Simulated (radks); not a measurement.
Results of a calculation; reference values are marked as such.
Task: Species: the promethium ion Pm3+. Configuration: [Xe] 4f2 6p2 (not the ground configuration). Code: a radial shooting solver on a logarithmic mesh with Libxc functionals. Model: Dirac Kohn-Sham, PBE, spin-unpolarised, spherical densities, finite nucleus; open shells fill j = l - 1/2 first; Fermi nuclear charge, rms radius 4.962 fm. Some entries of the table are withheld. Estimate them.

orbital,occ.,eigenvalue (eV),r(max) (bohr),<r> (bohr)
1s1/2,2,-45029.53,0.01479,0.02318
2s1/2,2,-7366.572,(1),0.09847
2p1/2,2,-6978.832,0.06371,0.08246
2p3/2,4,-6418.815,0.06925,0.08898
3s1/2,2,-1654.578,0.2389,0.2602
3p1/2,2,-1488.349,0.2259,0.2499
3p3/2,4,-1375.796,0.2377,0.2624
3d3/2,4,(2),0.1900,0.2340
3d5/2,6,(3),0.1933,0.2379
4s1/2,2,-374.9584,0.5509,0.5890
4p1/2,2,-311.4210,0.5570,0.6029
4p3/2,4,-286.3061,0.5818,0.6302
4d3/2,4,-181.4524,0.5932,0.6689
4d5/2,6,-176.8941,0.6011,0.6783
5s1/2,2,-84.5051,1.238,1.341
5p1/2,2,-65.3974,1.328,1.461
5p3/2,4,-61.0104,1.388,1.527
4f5/2,2,-54.6736,(4),0.8251
4f7/2,0,-54.0392,(5),0.8312
6p1/2,2,-21.8355,3.147,3.341
6p3/2,0,-20.9777,3.261,3.455

Result: 
(1) 2s1/2 r(max) (bohr): 0.08396
(2) 3d3/2 eigenvalue (eV): -1086.761
(3) 3d5/2 eigenvalue (eV): -1062.397
(4) 4f5/2 r(max) (bohr): 0.6014
(5) 4f7/2 r(max) (bohr): 0.6052
